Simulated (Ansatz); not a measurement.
Relaxation of CH$_{6}$SiTe (9 atoms, charge 0, multiplicity 1), to a largest force component of 0.015 eV/Å in at most 40 steps.

All numbers below come from RKS PBE-D4/def2-SVP (Ansatz 0.2.0).

```xyz
9
Properties=species:S:1:pos:R:3
C -0.730 0.665 -0.552
Si 0.391 -0.722 -0.305
Te 1.920 -0.173 1.540
H -1.402 0.480 -1.395
H -0.197 1.613 -0.838
H -1.355 0.903 0.366
H 1.188 -0.952 -1.533
H -0.334 -1.908 0.030
H 0.607 0.048 2.668
```

**Question.** Where does it end, and by what steps?

**Answer.** The run converged. After 6 steps the energy has fallen by 0.257 eV; H9 moved furthest, 0.18 Å.

```csv
step,energy less start (eV),largest force component (eV/Å),accepted
0,0.0000,2.225,yes
1,-0.1588,1.235,yes
2,-0.2464,0.491,yes
3,-0.2539,0.161,yes
4,-0.2563,0.039,yes
5,-0.2571,0.022,yes
6,-0.2572,0.007,yes
```

```xyz
9
Properties=species:S:1:pos:R:3
C -0.801 0.733 -0.611
Si 0.383 -0.697 -0.268
Te 2.009 -0.184 1.601
H -1.472 0.481 -1.458
H -0.237 1.653 -0.864
H -1.428 0.943 0.279
H 1.277 -0.964 -1.449
H -0.387 -1.951 0.049
H 0.744 -0.059 2.704
```

Whether the end is a true minimum wasn't checked by a vibrational analysis.

Time of the run: 12 s on 1 thread of Intel(R) Xeon(R) Platinum 8559C (Emerald Rapids), on a shared host, peak memory 0.14 GiB.
